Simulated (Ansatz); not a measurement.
Cost and result for the atomization energy of `[SiH3][GeH2][GaH2]` (10 atoms, 9 bonds).

```xyz
10

Si   -1.7369   -0.4910   -0.0622
Ge    0.2857    0.5607   -0.7594
Ga    2.0703    0.1094    0.8394
H    -2.8449   -0.2258   -1.0179
H    -2.1332    0.0144    1.2799
H    -1.5329   -1.9616    0.0355
H     0.0027    2.0705   -0.8965
H     0.6256    0.0284   -2.1664
H     2.9741   -1.1659    0.6772
H     2.2896    1.0609    2.0705
```

Charge 0, multiplicity 1. Correlated methods include outer-core shells of Ga, Ge, which these sets cover unevenly. Scalar relativity is left out up to krypton. All single points use the PBE0-D4/def2-TZVP geometry. Program: Ansatz. Hardware: A = 2 threads of an AMD EPYC 7R13 on a shared host; B = 2 threads of an AMD EPYC 7R13 on a shared host and a share of an NVIDIA H100 80 GB. Times are those of one run each, without the atoms' runs, and a repeat can differ threefold. Electronic energies, without spin–orbit coupling; frozen cores. CCSD(T)/CBS adds CCSD(T) − MP2 in def2-TZVPP to the MP2 limit, and its time is that of the two runs behind it. T1 = 0.013. With those shells the extrapolation isn't a true limit.

CCSD(T)/CBS is a level of theory with its own doubt, some kJ/mol a heavy atom from the limit and from the frozen cores, so smaller differences don't rank the functionals.

| level | functions | wall time |
| --- | --- | --- |
| CCSD(T)/def2-SVP [B] | 117 | 1.5 s |
| LDA (SPW92)/def2-TZVPP [A] | 236 | 1.7 s |
| revPBE-D4/def2-TZVPP [A] | 236 | 2.7 s |
| CCSD(T)/def2-TZVPP [B] | 236 | 3.5 s |
| MP2/def2-QZVPP [B] | 458 | 4.6 s |
| BHLYP-D4/def2-TZVPP [A] | 236 | 4.8 s |
| CAM-B3LYP-D4/def2-TZVPP [A] | 236 | 6 s |
| r2SCANh-D4/def2-TZVPP [A] | 236 | 7.5 s |
| B2PLYP/def2-TZVPP [A] | 236 | 8 s |
| CCSD(T)/CBS(def2) | – | 8 s |
| ωB97X-V/def2-TZVPP [A] | 236 | 11 s |
| B97M-V/def2-TZVPP [A] | 236 | 11 s |
| ωB97M-V/def2-TZVPP (with forces) [A] | 236 | 16 s |

What atomization energy does each give, and how far from CCSD(T)/CBS? (An estimate is asked.)

The calculation gave: 
| level | atomization (kJ/mol) | difference from CCSD(T)/CBS | per bond |
| --- | --- | --- | --- |
| CCSD(T)/def2-SVP [B] | 2388.4 | -169.3 | -18.8 |
| LDA (SPW92)/def2-TZVPP [A] | 2807.4 | 249.7 | 27.7 |
| revPBE-D4/def2-TZVPP [A] | 2453.2 | -104.5 | -11.6 |
| CCSD(T)/def2-TZVPP [B] | 2516.5 | -41.2 | -4.6 |
| MP2/def2-QZVPP [B] | 2490.0 | -67.7 | -7.5 |
| BHLYP-D4/def2-TZVPP [A] | 2515.8 | -41.9 | -4.7 |
| CAM-B3LYP-D4/def2-TZVPP [A] | 2539.2 | -18.5 | -2.1 |
| r2SCANh-D4/def2-TZVPP [A] | 2543.6 | -14.1 | -1.6 |
| B2PLYP/def2-TZVPP [A] | 2494.3 | -63.4 | -7.0 |
| CCSD(T)/CBS(def2) | 2557.7 | 0.0 | 0.0 |
| ωB97X-V/def2-TZVPP [A] | 2570.1 | 12.4 | 1.4 |
| B97M-V/def2-TZVPP [A] | 2576.5 | 18.8 | 2.1 |
| ωB97M-V/def2-TZVPP (with forces) [A] | 2523.6 | -34.1 | -3.8 |

Leaving LDA and LC-ωPBE aside and taking each functional with its dispersion term where it has one, the values spread over 123.3 kJ/mol, from revPBE-D4 to B97M-V. LDA lies +339.8 kJ/mol from PBE without D4, its usual overbinding. From PBE to PBE0 (25 % exact exchange), in def2-TZVPP and without D4, the atomization energy moves by +12.8 kJ/mol. At CCSD(T), def2-SVP lies −169.3 kJ/mol from the extrapolated value and def2-TZVPP −41.2 kJ/mol: correlation converges slowly with the basis, and small sets miss more of it in the bonded molecule than in its fragments.
